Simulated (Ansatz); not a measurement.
Consider the cleavage of the Si–B bond: `CB(N)[SiH3]` + `N[SiH3]` → `[SiH3]N[SiH3]` + `CBN`.

Calculated with Ansatz (gas phase, PBE0-D4/def2-TZVP geometries, no zero-point term in ΔE). CBS: MP2 limit from def2 TZ/QZ plus the TZ coupled-cluster correction, frozen cores. This one scheme is used for every species. Functionals use def2-TZVPP. One conformer a species, not always the lowest.

```
       level  ΔE (kJ/mol)
CAM-B3LYP-D4        -74.5
     LC-ωPBE        -66.2
```

**Question.** What does CCSD(T)/CBS give? (An estimate is asked.)

**Answer.** Ansatz gave: -72.1 kJ/mol. The listed levels differ from it by -2.4, 5.9 kJ/mol.

Largest T1 diagnostic among the species: 0.013.

From BLYP to BHLYP (50 % exact exchange), in def2-TZVPP and without D4, ΔE moves by −13.8 kJ/mol. Leaving LDA and LC-ωPBE aside and taking each functional with its dispersion term where it has one, the values, not all of them listed here, spread over 25.9 kJ/mol, from BHLYP-D4 to PBE-D4. In def2-TZVPP, CCSD(T) changes the Hartree–Fock value by +18.4 kJ/mol (the triples alone add +2.5 kJ/mol) and MP2 by +11.7 kJ/mol.
